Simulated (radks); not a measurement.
Results of a calculation; reference values are marked as such.
The chlorine ion Cl+, 16 electrons, occupied as [He] 2s2 2p5 3s2 3p5 (not the ground configuration).

Code: a radial shooting solver on a logarithmic mesh with Libxc functionals. Model: non-relativistic Kohn-Sham, SCAN, spin-unpolarised, spherical densities, point nucleus; meta-GGA in the generalised Kohn-Sham scheme.

Energy parts (Ry):
part                       energy
total                  -904.67899
kinetic                 903.63756
electron-nucleus      -2124.81287
Hartree                 369.92478
exchange-correlation    -53.42846

Orbitals (lengths in bohr, moments of r in powers of bohr; r(max) is where P^2 peaks):
| orbital | occ. | eigenvalue (Ry) | r(max) |
|---|---|---|---|
| 1s | 2 | -206.3053 | 0.05992 |
| 2s | 2 | -21.43865 | 0.3585 |
| 2p | 5 | -17.07994 | 0.2971 |
| 3s | 2 | -2.65768 | 1.213 |
| 3p | 5 | -1.63955 | 1.297 |

The highest occupied level is 3p at -22.307 eV. The density falls to 0.001 e/bohr^3 at r = 3.46 bohr. The electron density at the nucleus is 3238 e/bohr^3.
